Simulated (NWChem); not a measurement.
CH$_{4}$AlClO; SMILES [Al]([CH3])([Cl])[OH]

```xyz
8

Al    -0.0663    -0.4075     0.0001
Cl     0.1130     1.7137     0.0000
C      1.5016    -1.5586     0.0000
H      1.2111    -2.6145     0.0039
H      2.1293    -1.3723     0.8793
H      2.1249    -1.3778    -0.8837
O     -1.6387    -1.0755     0.0000
H     -2.4250    -0.5150    -0.0002
```
Atoms are numbered in this order, from 1.

Results from NWChem. Pople sets run with spherical d functions. Medium grid unless said otherwise, to which SCAN and Minnesota functionals are sensitive. All runs use the structure optimised with B3LYP/6-31G* (spherical d). Total energies of different functionals are on different scales.

```
level             energy (Ha)  highest occupied level (eV)  orbital gap (eV)  dipole (D)
----------------  -----------  ---------------------------  ----------------  ----------
B3LYP/6-31G*        -818.4944                          ___               ___        0.98
PBE/6-31G*          -817.9865                        -7.18              6.19        1.05
BLYP/6-31G*         -818.4089                        -7.00              6.08        1.01
B3PW91/6-31G*       -818.3454                        -8.38              8.09        1.00
PW91/6-31G*         -818.3763                        -7.23              6.15        1.03
BHandHLYP/6-31G*    -818.4002                        -9.85             10.44        0.94
BP86/6-31G*         -818.5144                        -7.28              6.28        1.04
M06-2X/6-31G*       -818.3682                        -9.85             10.20        0.98
```

Task: What belongs in the gaps?

Result: 
- B3LYP/6-31G*, highest occupied level (eV): -8.31
- B3LYP/6-31G*, orbital gap (eV): 7.88
